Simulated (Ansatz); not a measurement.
Relaxation of C₂H₈FNOSi (14 atoms, charge 0, multiplicity 1), to a largest force component of 0.015 eV/Å in at most 40 steps.

Level of theory: Ansatz, RKS PBE0/def2-SVP.

```xyz
14
Properties=species:S:1:pos:R:3
C 0.904 -1.526 1.511
C 0.957 -0.290 0.566
O -0.367 -0.013 0.031
Si -0.429 1.270 -0.999
N -2.043 1.049 -1.665
F 0.548 1.119 -2.185
H 1.858 -1.728 1.930
H 0.509 -2.339 0.957
H 0.159 -1.256 2.357
H 1.663 -0.523 -0.221
H 1.329 0.576 1.150
H -0.373 2.561 -0.278
H -2.705 0.823 -0.895
H -2.024 0.248 -2.227
```

Where does it end, and by what steps?

It converged. After 35 steps the energy has fallen by 0.761 eV; H13 moved furthest, 1.31 Å.

```
step  energy less start (eV)  largest force component (eV/Å)  accepted
   0                  0.0000                           4.600       yes
   2                 -0.6613                           0.652       yes
   4                 -0.7076                           0.185       yes
   6                 -0.7182                           0.200       yes
   8                 -0.7232                           0.139       yes
  10                 -0.7271                           0.055       yes
  12                 -0.7303                           0.088       yes
  14                 -0.7380                           0.191       yes
  16                 -0.7444                           0.185       yes
  18                 -0.7061                           1.421        no
  20                 -0.7494                           0.469        no
  22                 -0.7548                           0.070       yes
  24                 -0.7386                           0.484        no
  26                 -0.7583                           0.056       yes
  28                 -0.7590                           0.037       yes
  30                 -0.7597                           0.033       yes
  32                 -0.7603                           0.029       yes
  34                 -0.7605                           0.029       yes
  35                 -0.7606                           0.013       yes
```

```xyz
14
Properties=species:S:1:pos:R:3
C 0.968 -1.581 1.438
C 1.033 -0.247 0.731
O -0.248 0.092 0.245
Si -0.574 1.203 -0.928
N -2.137 0.876 -1.496
F 0.606 1.025 -2.041
H 1.955 -1.853 1.843
H 0.646 -2.371 0.745
H 0.249 -1.542 2.270
H 1.760 -0.287 -0.100
H 1.384 0.535 1.431
H -0.484 2.620 -0.500
H -2.697 1.571 -1.971
H -2.474 -0.069 -1.637
```

Whether the end is a true minimum wasn't checked by a vibrational analysis.

The run took 2.8 min on 2 threads of Arm Neoverse V1, with other jobs on the host, peak memory 0.32 GiB.
